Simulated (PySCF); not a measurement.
Level of theory: PBE-D3(BJ)/def2-SVP // B3LYP-D3(BJ)/def2-SVP (PySCF). Gas-phase values, no solvent. One relaxed conformer stands for a flexible species; it need not be the lowest. 

Reference species (SMILES): `c1c(ccc(F)c1)F` (neutral, multiplicity 1).

- HOMO–LUMO gap = 4.31 eV
- LUMO = -1.58 eV

Changed species: `O=Cc1ccc(cc1)C=O` (O–C–C–C torsion 0°, C–C–C–O torsion 180°) (X = formyl; the reference has X = fluoro).

Question: Give the shifts of the HOMO–LUMO gap and LUMO.

Answer: the HOMO–LUMO gap falls by 1.83 eV, to 2.48 eV; the LUMO decreases by 1.96 eV, to -3.54 eV.
